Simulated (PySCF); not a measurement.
Cl3Si, SMILES Cl[Si](Cl)Cl (connectivity only; charge and spin as stated), charge +1, multiplicity 1. Geometry optimised at B3LYP-D3(BJ)/def2-SVP. The spin state was assumed, not searched. The isomer is the one that the SMILES or the coordinates give; other isomers of the formula were not compared.

Level of theory: B3LYP-D3(BJ)/def2-SVP (PySCF).

Harmonic wavenumbers (cm⁻¹): 180, 180, 231, 448, 741, 741. Rotational constants (GHz): 2.441, 2.441, 1.220; symmetry number 6.

Task: Work out the zero-point energy and the ideal-gas rigid-rotor harmonic-oscillator thermochemistry at 298.15 K and 1 atm.

Result: ZPE = ½ Σ hcν = ½ × 2522 cm⁻¹ = 3.61 kcal/mol. H − E(el) = 7.33 kcal/mol. Entropy in cal/(mol K): translation 40.60, rotation 24.62, vibration 7.85, total 73.07. G − E(el) = -14.46 kcal/mol. Cp = 16.35 cal/(mol K).
